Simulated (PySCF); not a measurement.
A database entry of computed molecular properties. Lists by class give the value and the number of equivalent atoms.

```json
{
 "formula": "C6H5PS",
 "smiles": "C#CPc1cccs1",
 "inchi": "InChI=1S/C6H5PS/c1-2-7-6-4-3-5-8-6/h1,3-5,7H",
 "charge": 0,
 "multiplicity": 1,
 "geometry_level": "PBE0-D3(BJ)/def2-SVP",
 "atoms_angstrom": [
  ["C", -3.137, 0.49, -0.764],
  ["C", -2.365, -0.328, -0.303],
  ["P", -1.3, -1.629, 0.253],
  ["C", 0.279, -0.725, 0.394],
  ["C", 0.538, 0.611, 0.599],
  ["C", 1.926, 0.906, 0.631],
  ["C", 2.704, -0.211, 0.45],
  ["S", 1.751, -1.615, 0.224],
  ["H", -3.818, 1.215, -1.171],
  ["H", -1.695, -1.584, 1.626],
  ["H", -0.257, 1.351, 0.711],
  ["H", 2.337, 1.905, 0.782],
  ["H", 3.791, -0.276, 0.433]
 ],
 "electronic_structure_code": "PySCF",
 "results": {
  "PBE0-D3(BJ)/def2-SVP geometry optimisation, gas phase": {
   "point_group": "C1",
   "rotational_constants_GHz": [3.274, 0.949, 0.764]
  },
  "PBE0/def2-SVPD ground state, ΔSCF and vertical TDDFT (core frozen in the response)": {
   "dipole_D": 1.69,
   "homo_eV": -6.8,
   "lumo_eV": -1.02,
   "S1_eV": 4.83,
   "strongest_line_of_10_singlets_eV": 4.83,
   "T1_tda_eV": 3.54,
   "polarisability_au": 111.4,
   "vertical_ip_eV": 8.47,
   "r2_bohr2_about_centre_of_nuclear_charge": 1429.3,
   "singlets_eV_and_f": [
    [4.83, 0.089],
    [5.27, 0.004],
    [5.57, 0.056],
    [5.66, 0.077],
    [5.72, 0.06],
    [5.93, 0.032],
    [6.11, 0.003],
    [6.23, 0.007],
    [6.34, 0.009],
    [6.44, 0.006]
   ],
   "triplets_tda_eV": [3.54, 4.37, 4.55, 4.61]
  },
  "HF/pcSseg-1 ground state and GIAO shieldings, non-relativistic": {
   "shift_vs_computed_TMS_C_by_class_ppm": [
    [145.8, 1],
    [145.2, 1],
    [140.7, 1],
    [133.1, 1],
    [107.1, 1],
    [78.9, 1]
   ],
   "shift_vs_computed_TMS_H_by_class_ppm": [
    [7.99, 1],
    [7.56, 1],
    [7.25, 1],
    [5.34, 1],
    [3.42, 1]
   ],
   "shielding_other_nuclei_by_class_ppm": [
    ["P", 479.6, 1],
    ["S", 306.0, 1]
   ]
  }
 }
}
```

With B = h/(8π²I), that is 505.379 GHz u Å² over I, the principal moments of inertia are 154.4, 532.5 and 661.8 u Å² (most abundant isotopes). The dipole equals about 5.7 × 10⁻³⁰ C·m (1 D = 3.33564 × 10⁻³⁰ C·m).

Conformer computed: `[CH:1]#[C:2][PH:3][c:4]1[cH:5][cH:6][cH:7][s:8]1`: C2–P3–C4–C5 25°.

One conformer stands for the species.
